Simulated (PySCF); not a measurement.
C₈H₁₃P.
Numbering: `[CH2:1]=[CH:2][C:3]1=[C:4]([CH3:5])[CH2:6][P:7]([CH3:8])[CH2:9]1` (hydrogens: H10, H11 on C1; H12 on C2; H13, H14, H15 on C5; H16, H17 on C6; H18, H19, H20 on C8; H21, H22 on C9)

Structure used (PBE0-D3(BJ)/def2-SVP), in Å, numbered top down from 1:
```xyz
22
C8H13P angstrom
C     -2.323   -1.684    0.808
C     -1.733   -0.480    0.775
C     -0.687   -0.075   -0.154
C     -0.139    1.166   -0.202
C     -0.482    2.335    0.660
C      0.894    1.375   -1.276
P      1.382   -0.311   -1.918
C      2.564   -0.774   -0.566
C     -0.167   -1.049   -1.182
H     -2.051   -2.481    0.111
H     -3.106   -1.909    1.537
H     -2.058    0.271    1.502
H      0.396    2.651    1.249
H     -0.766    3.202    0.039
H     -1.306    2.138    1.358
H      1.778    1.926   -0.910
H      0.478    1.985   -2.099
H      3.507   -0.224   -0.705
H      2.160   -0.557    0.436
H      2.792   -1.848   -0.637
H      0.057   -2.039   -0.752
H     -0.917   -1.219   -1.976
```

Computed with PySCF at PBE0/pcSseg-1, non-relativistic, on one gas-phase PBE0-D3(BJ)/def2-SVP geometry that isn't relaxed in the solvent. The solvent is an IEF-PCM continuum (Bondi radii, 1.10 Å for H, scaled by 1.2). Only the electrostatic response of the medium enters.

```
run  E − E(gas) (kJ/mol)  HOMO (eV)  HOMO–LUMO gap (eV)  dipole (D)
gas                 0.00      -6.29                5.56        1.45
  P               -14.10      -6.25                5.55        1.92
  Q               -12.14      -6.25                5.55        1.85
```

The runs were made in chloroform and tetrahydrofuran. Which run belongs to which solvent?

P = tetrahydrofuran, Q = chloroform. The dielectric constants are 4.711 (chloroform), 7.426 (tetrahydrofuran), and the energy falls further as ε rises. In this model the ground state sees the solvent through ε alone.

How constant is the ratio of the lowering to (ε − 1)/(2ε + 1)?

```
        solvent  (ε − 1)/(2ε + 1)  E − E(gas) (kJ/mol)  ratio (kJ/mol)  polarisation term (kJ/mol)
     chloroform             0.356               -12.14           -34.1                      -13.30
tetrahydrofuran             0.405               -14.10           -34.8                      -15.67
```

The ratio changes by +2.0 % in size from chloroform to tetrahydrofuran. The polarisation term is half the interaction of the solute with the induced surface charges.

Hardware: an Arm Neoverse V1 with one thread, shared host with 32 logical CPUs at a one-minute load of 19. Cost: 49 s of wall time, 1.2 GiB resident at most. This is the whole shielding run at PBE0/pcSseg-1 in tetrahydrofuran, SCF included.
